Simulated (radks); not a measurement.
All-electron atom: Gd56+ in [He] 2s2 2p4 (the NIST ground configuration). All-electron calculation, scalar-relativistic Kohn-Sham, PBE, spin-polarised, spherical densities, finite nucleus; open shells are filled with parallel spins first (spin-orbit coupling, left out, can overturn this in heavy ions); Fermi nuclear charge, rms radius 5.1569 fm. Program: a radial shooting solver on a logarithmic mesh with Libxc functionals. Some entries of the table are withheld. Estimate them.

orbital,occ.,eigenvalue (Ry),<r^2> (bohr^2)
1s up,1,(1),0.0006524
1s down,1,(2),0.0006518
2s up,1,-940.3603,0.009663
2s down,1,-937.0868,0.009692
2p up,3,(3),(4)
2p down,1,(5),(6)

Answer. 
(1) 1s up eigenvalue (Ry): -4052.054
(2) 1s down eigenvalue (Ry): -4050.054
(3) 2p up eigenvalue (Ry): -880.0668
(4) 2p up <r^2> (bohr^2): 0.007651
(5) 2p down eigenvalue (Ry): -876.1745
(6) 2p down <r^2> (bohr^2): 0.007683
